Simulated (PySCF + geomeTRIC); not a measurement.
Species: C3H9Ga, SMILES `[CH3][Ga]([CH3])[CH3]` (charge 0, multiplicity 1).

### Question
Give a relaxed geometry from M06-2X/def2-TZVP in PySCF + geomeTRIC.

### Answer
the end point of this relaxation (outside a Z-matrix the atoms follow the SMILES, hydrogens last).
Cartesian coordinates (Å) in one orientation:
```xyz
13

C      1.956    -0.344    -0.206
Ga     0.003     0.002     0.006
C     -1.290    -1.514    -0.086
C     -0.663     1.858     0.301
H      2.558     0.558    -0.108
H      2.296    -1.067     0.538
H      2.158    -0.786    -1.185
H     -1.719    -1.694     0.903
H     -0.829    -2.442    -0.425
H     -2.123    -1.277    -0.749
H     -0.628     2.414    -0.640
H     -1.691     1.882     0.661
H     -0.031     2.398     1.008
```
